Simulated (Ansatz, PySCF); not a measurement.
Gas-phase reaction in SMILES: C#C[CH2-] -> [C-]1=CC1
Geometries: B3LYP-D3(BJ)/def2-TZVP minima from Ansatz (a program for electronic structure).

Quantity: isomerisation energy (0 K, with B3LYP-D3(BJ) harmonic zero-point energies from PySCF), in eV. Cores are frozen in the correlated levels unless marked. No spin-orbit coupling. Non-relativistic. Anions need diffuse functions: aug- sets have them; def2-D sets add few; the other sets have none. CBS(X,Y): correlation extrapolated as X^-3; Hartree-Fock from the larger set. The bracket is a focal-point correction in the basis named.

RI-MP2/CBS(aug-cc-pVTZ,aug-cc-pVQZ)+[CCSD(T)-MP2]/aug-cc-pVTZ (Ansatz) gives 1.10 eV.

Problem. Another calculation gave 1.21 eV. Which level was it?
A) HSE06/def2-TZVPD (Ansatz)
B) wB97X-V/def2-TZVPD (Ansatz)
C) r2SCAN/def2-TZVPD (Ansatz)
D) BLYP/def2-TZVPD (Ansatz)

Solution. C, r2SCAN/def2-TZVPD (Ansatz). The others give 1.10 (HSE06), 1.36 (BLYP), 0.98 (wB97X-V) eV.
